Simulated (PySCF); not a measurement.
Simulated Si 1s region for `[F][GeH2][SiH2][SiH3]`, binding energy against the vacuum level.

Every computed line was given a Gaussian of 1.0 eV full width at half maximum and an area set by the number of equivalent atoms; the highest printed point is 100. Level of theory: PySCF, delta-SCF UKS SCAN, pcX-2 on the ionised atom, pcseg-1 elsewhere, spin-free X2C.

(binding energy (eV), intensity): (1844.8, 0), (1844.9, 1), (1845.0, 1), (1845.1, 2), (1845.2, 4), (1845.3, 7), (1845.4, 12), (1845.5, 19), (1845.6, 28), (1845.7, 40), (1845.8, 53), (1845.9, 67), (1846.0, 81), (1846.1, 91), (1846.2, 98), (1846.3, 100), (1846.4, 96), (1846.5, 88), (1846.6, 76), (1846.7, 62), (1846.8, 48), (1846.9, 35), (1847.0, 24), (1847.1, 16), (1847.2, 10), (1847.3, 6), (1847.4, 3), (1847.5, 2), (1847.6, 1), (1847.7, 0), (1847.8, 0)

Question: How many maxima does the curve show, and how many computed lines lie under it?

Answer: The curve has 1 maximum (at 1846.3 eV). Under it lie 2 lines from 2 inequivalent silicon sites. At this width some lines have no maximum of their own.

Question: Decompose the envelope and assign each component. Numbering: `[F:1][GeH2:2][SiH2:3][SiH3:4]`.

Answer: 
| position (eV) | relative area | line | atoms | environment |
| --- | --- | --- | --- | --- |
| 1846.25 | 1 | Si 1s | Si3 | SiH2 silicon |
| 1846.32 | 1 | Si 1s | Si4 | SiH3 silicon |

Question: Above which line width would these two lines show one maximum?

Answer: Two equal Gaussians merge once their distance is under 2σ = FWHM/1.177. With 0.07 eV between them that is a full width over 0.08 eV.

The 2 Si 1s values lie within 0.07 eV of each other; Gaussian lines of 0.5 eV full width would blend them into one maximum.

Shake-up satellites, vibrational structure and lifetime widths aren't simulated. One conformer (not necessarily the lowest) at the PBE0-D3(BJ)/def2-SVP geometry, without solvent, vibrations or thermal averaging.

Conformer computed: `[F:1][GeH2:2][SiH2:3][SiH3:4]`: F1–Ge2–Si3–Si4 3°.
